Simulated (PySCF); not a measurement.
# Removing an electron from `C[S+](C)[AlH2-][CH2]Cl`

Compound: C3H10AlClS.
SMILES with atom numbers: `[CH3:1][S+:2]([CH3:3])[AlH2-:4][CH2:5][Cl:6]` (hydrogens: H7, H8, H9 on C1; H10, H11, H12 on C3; H13, H14 on Al4; H15, H16 on C5)

Geometry (PBE0-D3(BJ)/def2-SVP, Å), atoms numbered from 1 in this order:
```
atom  x, y, z in Å
C1    -0.963    1.573    0.544
S2    -0.756   -0.171    0.959
C3    -2.190   -0.895    0.138
Al4    0.998   -0.839   -0.678
C5     2.623    0.002    0.092
Cl6    3.839   -0.434   -1.189
H7    -0.982    1.705   -0.548
H8    -0.096    2.104    0.960
H9    -1.881    1.961    1.005
H10   -3.114   -0.534    0.611
H11   -2.111   -1.983    0.267
H12   -2.179   -0.653   -0.935
H13    0.330   -0.085   -1.927
H14    0.839   -2.421   -0.526
H15    2.640    1.099    0.175
H16    2.996   -0.420    1.037
```

Level: wB97X-D/def2-SVPD (PySCF). Frontier orbitals with their largest atomic shares (Löwdin; up to four atoms above 4 %):

```tsv
orbital	ε (eV)	main atoms
HOMO−3	-9.97	Cl6 74 %, C5 13 %
HOMO−2	-9.92	S2 44 %, Al4 15 %, H14 12 %, C1 6 %
HOMO−1	-9.65	Al4 35 %, H13 29 %, H14 24 %, S2 4 %
HOMO	-8.95	?
LUMO	1.36	S2 43 %, C1 9 %, C3 8 %, Al4 8 %
LUMO+1	1.59	S2 38 %, Al4 13 %, C3 12 %, C1 8 %
LUMO+2	1.91	S2 42 %, Al4 11 %, Cl6 10 %, C1 8 %
```

What vertical ionisation energy does ΔSCF give, and how far is −ε(HOMO) from it?

ΔSCF: 9.23 eV (891 kJ/mol; threshold wavelength 134 nm); ⟨S²⟩ of the doublet left behind is 0.755, against 0.75 for a pure doublet. −ε(HOMO) is 8.95 eV, 0.28 eV below it. In exact Kohn–Sham theory the two would be equal; wB97X-D (range-separated hybrid) comes within 0.28 eV of that here. Holes in the HOMO−1 and HOMO−2 were tried too where these lie within 1.2 eV of the HOMO; the lowest converged state counts.

On which atoms does the HOMO lie?

Cl6 (alkyl chlorine) 43 %, C5 (sp3 C–Cl carbon) 31 %, Al4 (aluminium bonded to C, S and 2 H) 12 %. The HOMO−1 lies 0.70 eV lower.

What kinetic energy would electrons from this vertical process carry with 118.2 nm light (10.49 eV)?

10.49 − 9.23 = 1.26 eV.

Shift the occupied levels rigidly so that −ε(HOMO) equals the ΔSCF value. What binding energies result?

The shift is +0.28 eV: HOMO 9.23, HOMO−1 9.93, HOMO−2 10.20, HOMO−3 10.25 eV. A rigid shift is only a rough guide to the deeper ionisations.

What total energies stand behind the ΔSCF value?

E(N) = -1220.69897 Eh and E(N − 1) = -1220.35963 Eh at the same geometry, 0.33934 Eh apart.

The structure is a single PBE0-D3(BJ)/def2-SVP conformer in the gas phase; no vibrational or solvent corrections.

Note: wB97X-D ran without an empirical dispersion term, which enters the total energy and its gradient alone.
